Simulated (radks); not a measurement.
Spherical jellium clusters: N electrons in a uniform positive sphere of charge N and radius rs N^(1/3), rs = 4.27 bohr. Calculated with a radial shooting solver with Libxc functionals: non-relativistic Kohn-Sham, PBEsol, spin-polarised, spherical densities. Levels are named by radial order and angular momentum (1s, 1p, 1d, 2s, ...), and open shells are averaged over m.

N = 9, configuration 1s2 1p6 1d(up 1, down 0). This is the lowest configuration that the search found. Occupied levels:

level,occupation,eigenvalue (eV),<r> (bohr)
1s up,1,-4.2970,5.935
1s down,1,-4.2294,5.751
1p up,3,-3.2965,7.085
1p down,3,-3.1641,6.977
1d up,1,-2.0574,8.095

Energy (eV): total -15.9569, kinetic 13.737, external -292.30, Hartree 143.92, exchange-correlation -30.210, background 148.89.
